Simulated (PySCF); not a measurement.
Radial density of Ga (gallium, neutral)

UHF, [Ar] 3d10 4s2 4d1, 2D determinant (an excited configuration). All numbers are calculated (PySCF 2.14, a scalar-relativistic core potential, in aug-cc-pwCVDZ-PP with ECP10MDF (6s5p4d1f, 48 functions)). This is the valence pseudo-density: the core potential removes the inner electrons and smooths the orbitals near the nucleus.

```tsv
r (bohr)	4πr²ρ (e/bohr)	4πr²(ρα − ρβ)
0.00178	1.286e-05	0.0000
0.00300	3.601e-05	0.0000
0.00505	9.906e-05	0.0000
0.00849	0.0002599	0.0000
0.0143	0.0006146	0.0000
0.0240	0.001309	0.0000
0.0404	0.004159	0.0000
0.0679	0.03680	0.0000
0.114	0.3984	0.0002
0.192	2.786	0.0016
0.323	13.04	0.0047
0.544	26.80	0.0056
0.915	13.43	0.0003
1.54	2.769	-0.0085
2.59	0.8975	0.0380
4.35	0.2982	0.2105
7.32	0.1264	0.1258
12.3	0.0001203	0.0001
```

Energies and moments cover only the electrons outside the core potential. The outer electron is Rydberg-like, and this basis confines it to a smaller radius and binds it less than a complete one would.

(1) Where is the radial spin density 4πr²(ρα − ρβ) most negative, and why is it negative at all?

Results:

(1) Around r = 1.54 bohr, down to -0.0085 e/bohr: exchange with the open shell polarises the paired shells in an unrestricted calculation.
